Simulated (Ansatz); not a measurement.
Ansatz (a program for electronic structure) input (RPA@PBE/cc-pVQZ):

Ansatz 0.2 input:
```yaml
crystal:
  periodic: [false, false, false]
  atoms:
    - {symbol: C, position_ang: [1.89284354, -0.69786860, 0.00430180]}
    - {symbol: O, position_ang: [0.81827439, 0.25143339, 0.37651669]}
    - {symbol: B, position_ang: [-0.62540116, 0.18695143, -0.03831824]}
    - {symbol: N, position_ang: [-1.04271735, -1.02355609, -0.56775036]}
    - {symbol: N, position_ang: [-1.30810656, 1.37457059, 0.18552423]}
    - {symbol: H, position_ang: [1.69488395, -0.97992306, -1.02337357]}
    - {symbol: H, position_ang: [2.82901094, -0.15535190, 0.08515150]}
    - {symbol: H, position_ang: [1.85521107, -1.54719775, 0.68040098]}
    - {symbol: H, position_ang: [1.01317543, 0.78256281, 1.16345898]}
    - {symbol: H, position_ang: [-0.58602814, -1.90968198, -0.43208482]}
    - {symbol: H, position_ang: [-1.93737383, -1.11395073, -1.02266147]}
    - {symbol: H, position_ang: [-2.31287648, 1.42514897, 0.12876814]}
    - {symbol: H, position_ang: [-0.87648619, 2.28227950, 0.24957019]}
basis:
  gaussian:
    orbitals: cc-pVQZ
hamiltonian:
  xc: pbe
total_charge: 1
magnetization: {spin_polarized: false}
correlation: {method: rpa, electrons: outside_noble_gas}
```

End of the output:

```
integrals: 4.04 GiB planned
3011 factors; integrals over basis functions are off by at most 1.1e-3 eV
0.76 GiB of the device are held for the grids
4.85 GiB of device memory are held for the factors and their scratch space
mean field: 6.20 GiB planned
mean field evaluation 1: about -6831.2539 eV, gradient 1.3e2 eV
mean field evaluation 2: about -6831.2541 eV, gradient 1.3e2 eV
mean field evaluation 4: about -6858.2885 eV, gradient 3.5e1 eV
mean field evaluation 8: about -6861.3764 eV, gradient 6.4e-1 eV
mean field evaluation 16: about -6861.3761 eV, gradient 8.6e-4 eV
mean field -6861.37612547 eV, -252.1509218031 hartree, gradient 5.2e-6 eV, S^2 0.000000; 0 other end points of the search recorded, 0 dependent functions left out
5 core orbitals not correlated
reference -6827.78897908 eV, -250.9166169396 hartree; 15, 15 occupied and 495, 495 virtual orbitals, 3011 factors
Total energy: -6871.95107069 eV, -252.5395438722 hartree
```

It need not be the lowest isomer of its formula.
